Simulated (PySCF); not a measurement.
HBCl, doublet, at a GFN2-xTB geometry; CCSD(T)/3-21G (PySCF).

Input for PySCF:
```python
from pyscf import gto, scf, cc

mol = gto.Mole()
mol.atom = '''
    B    -1.11910595    0.43366543    0.05067460
    Cl    0.44881581   -0.11025720   -0.01488399
    H    -2.03433907   -0.29395469   -0.00034516
'''
mol.basis = '3-21g'
mol.spin = 1
mol.verbose = 5
mol.build()

mf = scf.UHF(mol)
mf.kernel()

mycc = cc.CCSD(mf)
mycc.direct = True
mycc.kernel()
et = mycc.ccsd_t()
print('E(CCSD(T)) = %.10f' % (mycc.e_tot + et))
mf.analyze()
```

It wrote (shortened):

```
PySCF version 2.14.0

[INPUT] verbose = 5
[INPUT] max_memory = 4000
[INPUT] num. atoms = 3
[INPUT] num. electrons = 23
[INPUT] charge = 0
[INPUT] spin (= nelec alpha-beta = 2S) = 1
[INPUT] symmetry False subgroup None
[INPUT] Mole.unit = angstrom
[INPUT] Symbol           X                Y                Z      unit          X                Y                Z       unit  Magmom
[...]
[INPUT] ---------------- BASIS SET ----------------
[INPUT] l, kappa, [nprim/nctr], expnt,             c_1 c_2 ...
[INPUT] Cl
[...]
                                207.857           0.380363
                                45.1554           0.67819
[...]
                                13.9765           0.0511338
                                3.8871            0.991337
[...]
                                0.526955          1.18252
[...]
                                13.9765           0.458682
                                3.8871            0.601962
[...]
                                0.526955          0.822321
[...]
[INPUT] B
[...]
                                17.4314           0.363304
                                3.68016           0.697255
[...]
                                0.465248          1.19944
[...]
                                0.465248          0.866764
[...]
[INPUT] H
[...]
                                0.824547          0.904691
[...]
nuclear repulsion = 32.9557108770177
number of shells = 14
number of NR pGTOs = 45
number of NR cGTOs = 24
basis = 3-21g
ecp = {}

******** <class 'pyscf.scf.uhf.UHF'> ********
method = UHF
initial guess = minao
damping factor = 0
level_shift factor = 0
DIIS = <class 'pyscf.scf.diis.CDIIS'>
diis_start_cycle = 1
diis_space = 8
diis_damp = 0
SCF conv_tol = 1e-09
SCF conv_tol_grad = None
SCF max_cycles = 50
direct_scf = True
direct_scf_tol = 1e-13
number electrons alpha = 12  beta = 11
Set gradient conv threshold to 3.16228e-05
E1 = -730.2041497022909  E2 = 214.995696964015  Ecoul = 246.69952810796516  Exc = -31.70383114395017
init E= -482.252741861258
cond(S) = 154.87422038230463

  alpha mo_energy =
[-1.04180938e+02 -1.05794813e+01 -8.03809828e+00 -8.03383298e+00
 -8.03382397e+00 -7.61616618e+00 -1.28348835e+00 -7.51940314e-01
 -5.12389611e-01 -4.88650961e-01 -4.40498546e-01 -6.43436306e-02
  3.74412743e-02  2.36572790e-01  3.46998014e-01  5.89732214e-01
  6.33017511e-01  6.51873938e-01  7.03916170e-01  7.81300137e-01
  7.91831369e-01  8.04737789e-01  9.96314353e-01  1.36380013e+00]
  beta  mo_energy =
[-1.04180938e+02 -1.05794813e+01 -8.03809828e+00 -8.03383298e+00
 -8.03382397e+00 -7.61616618e+00 -1.28348835e+00 -7.51940314e-01
 -5.12389611e-01 -4.88650961e-01 -4.40498546e-01 -6.43436306e-02
  3.74412743e-02  2.36572790e-01  3.46998014e-01  5.89732214e-01
  6.33017511e-01  6.51873938e-01  7.03916170e-01  7.81300137e-01
  7.91831369e-01  8.04737789e-01  9.96314353e-01  1.36380013e+00]
multiplicity <S^2> = 0.75  2S+1 = 2
E1 = -730.877190652853  E2 = 215.5972076703537  Ecoul = 247.34570018689  Exc = -31.748492516536317
cycle= 1 E= -482.324272105482  delta_E= -0.0715  |g|= 0.189  |ddm|= 1.28
  alpha mo_energy =
[-1.04078225e+02 -1.04904893e+01 -7.95382041e+00 -7.94843524e+00
 -7.94773280e+00 -7.78433014e+00 -1.17569408e+00 -7.47585354e-01
 -6.04104355e-01 -5.21246828e-01 -5.10851347e-01 -3.60490557e-01
  2.57869921e-02  2.33560587e-01  3.12414842e-01  5.24538242e-01
  5.55506893e-01  5.79278367e-01  6.86167564e-01  7.93441830e-01
  8.22624089e-01  8.35374192e-01  9.87531831e-01  1.33470130e+00]
  beta  mo_energy =
[-1.04076740e+02 -1.04887590e+01 -7.95100278e+00 -7.94696194e+00
 -7.94469639e+00 -7.77199949e+00 -1.15965914e+00 -6.98455745e-01
 -5.67680892e-01 -5.05361483e-01 -4.83186373e-01  4.73418707e-02
  5.74739133e-02  2.54929221e-01  3.58777097e-01  5.43371763e-01
  5.92370093e-01  5.92486238e-01  7.21702457e-01  8.04807931e-01
  8.25388705e-01  8.45907695e-01  1.00070151e+00  1.36476551e+00]
multiplicity <S^2> = 0.7512874  2S+1 = 2.001287
[...]
converged SCF energy = -482.366550297898  <S^2> = 0.75294308  2S+1 = 2.0029409
E(UCCSD) = -482.4701712059556  E_corr = -0.103620908057655
E(CCSD(T)) = -482.4727356527
Total Energy =                        -482.366550297897959
[...]
1 Cl 1s         -0.00030   0.00023  -0.00000  -0.00069   0.00004
1 Cl 2s          0.00054  -0.00007   0.00000   0.00380  -0.00054
1 Cl 3s         -0.11693   0.09986  -0.00000   0.03570   0.04773
1 Cl 4s          0.00797   0.18549  -0.00000   0.73296   0.18240
1 Cl 2px        -0.00107   0.00196   0.00001   0.00199   0.00370
1 Cl 2py         0.00134   0.00004  -0.00008  -0.00082  -0.00059
1 Cl 2pz         0.00013  -0.00002   0.00094  -0.00009  -0.00010
1 Cl 3px         0.16630  -0.19090  -0.00090  -0.08561  -0.05330
1 Cl 3py        -0.09981   0.02522   0.00632   0.06122  -0.01426
1 Cl 3pz        -0.01055   0.00448  -0.07399   0.00627  -0.00057
1 Cl 4px         0.20456  -0.33131  -0.00251   0.36444   0.61864
1 Cl 4py        -0.20264  -0.06371   0.01762  -0.05271  -0.14709
1 Cl 4pz        -0.01980  -0.00141  -0.20621  -0.00894  -0.02010
2 H 1s           0.25630   0.05526  -0.00000  -0.00978  -0.01594
2 H 2s           0.35503   0.16188  -0.00000   0.06100  -0.17009
               #21       #22       #23       #24
0 B 1s           0.00000   0.00006  -0.00653  -0.00561
0 B 2s          -0.00000   0.00890   0.19170   0.20990
0 B 3s          -0.00000   0.06574  -0.46988  -0.18558
0 B 2px          0.00120   0.04593   0.20623  -0.25001
0 B 2py         -0.00845   0.07144  -0.07487  -0.17530
0 B 2pz          0.09889   0.00554  -0.00891  -0.01193
0 B 3px         -0.00228  -0.06061  -0.12676   0.14603
0 B 3py          0.01600  -0.16230   0.01625   0.09021
0 B 3pz         -0.18727  -0.01313   0.00293   0.00593
1 Cl 1s          0.00000   0.00001  -0.00202   0.00030
1 Cl 2s         -0.00000  -0.00002   0.01068  -0.00146
1 Cl 3s          0.00000  -0.00871  -0.13138   0.02140
1 Cl 4s          0.00000  -0.01660   0.62039  -0.05139
1 Cl 2px         0.00006   0.00114  -0.00664   0.00112
1 Cl 2py        -0.00042   0.00481   0.00218  -0.00084
1 Cl 2pz         0.00490   0.00040   0.00027  -0.00009
1 Cl 3px        -0.00041   0.00016   0.14244  -0.00202
1 Cl 3py         0.00288  -0.02496  -0.05497   0.04342
1 Cl 3pz        -0.03369  -0.00213  -0.00643   0.00373
1 Cl 4px         0.01185   0.22905  -0.47890   0.07877
1 Cl 4py        -0.08312   0.94559   0.14584   0.00541
1 Cl 4pz         0.97294   0.07800   0.01829  -0.00050
2 H 1s          -0.00000   0.03480  -0.03374  -0.33488
2 H 2s          -0.00000   0.05712  -0.01102   0.82171

To work with the spin densities directly, `use mulliken_meta_spin()` only printing them here.

 ** Mulliken spin pop alpha/beta on meta-lowdin orthogonal AOs **
 ** Mulliken Spin Density (per AO)  **
spin_pop of  0 B 1s        0.00004
spin_pop of  0 B 2s        0.26793
spin_pop of  0 B 3s        0.00460
spin_pop of  0 B 2px       0.02119
spin_pop of  0 B 2py       0.64552
spin_pop of  0 B 2pz       0.02701
spin_pop of  0 B 3px       0.00019
spin_pop of  0 B 3py      -0.00034
spin_pop of  0 B 3pz      -0.00003
spin_pop of  1 Cl 1s        0.00000
spin_pop of  1 Cl 2s        0.00000
spin_pop of  1 Cl 3s        0.00114
spin_pop of  1 Cl 4s        0.00064
spin_pop of  1 Cl 2px       0.00000
spin_pop of  1 Cl 2py       0.00000
spin_pop of  1 Cl 2pz      -0.00000
spin_pop of  1 Cl 3px      -0.01823
spin_pop of  1 Cl 3py       0.05870
spin_pop of  1 Cl 3pz      -0.02171
spin_pop of  1 Cl 4px       0.00021
spin_pop of  1 Cl 4py       0.00214
spin_pop of  1 Cl 4pz       0.00001
spin_pop of  2 H 1s        0.01049
spin_pop of  2 H 2s        0.00049
 ** Mulliken Spin Density (per atom)  **
spin density of  0 B =      0.96611
spin density of  1 Cl =      0.02291
spin density of  2 H =      0.01098
 ** Mulliken pop alpha/beta on meta-lowdin orthogonal AOs **
 ** Mulliken pop       alpha | beta **
[...]
In total            12.00000 | 11.00000
 ** Mulliken atomic charges   ( Nelec_alpha | Nelec_beta ) **
charge of  0B =      0.00263  (     2.98174      2.01563 )
charge of  1Cl =     -0.01118  (     8.51705      8.49413 )
charge of  2H =      0.00855  (     0.50121      0.49023 )
Dipole moment(X, Y, Z, Debye): -1.06455, -0.04287,  0.00930
```
